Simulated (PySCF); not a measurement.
A small calculation by hand: oscillator strength and radiative lifetime

C₅H₆Se, SMILES [Se]1CCC1=C=C.

The structure is a stationary point at B3LYP-D3(BJ)/def2-SVP. This is a generated structure with no PubChem entry under its InChIKey; it may be hypothetical.

PySCF with TDDFT-PBE0/def2-SVPD puts the first singlet state with f over 0.02 at 5.48 eV (vertical), with the transition dipole (0.112, 0.288, -0.276) in atomic units.

Task: Find the oscillator strength, the wavelength and the radiative lifetime that this transition would have in vacuum if emission retraced absorption.

Result: 
|μ|² = 0.1717 au, so |μ| = 1.05 D. ΔE = 5.48/27.211 = 0.2014 hartree. f = (2/3) ΔE |μ|² = 0.023 (the program prints 0.023).
λ = 1239.84/5.48 = 226 nm; ν = 44199 cm⁻¹.
Einstein's coefficient A = 0.6670 ν² f s⁻¹ (ν in cm⁻¹) = 3.0e7 s⁻¹, so τ = 1/A = 33 ns. This state is S4; the lower singlets have f = 0.000, 0.001, 0.020. The figure is the radiative limit of this one transition; relaxation, internal conversion, crossing to triplets and a medium change what is measured.
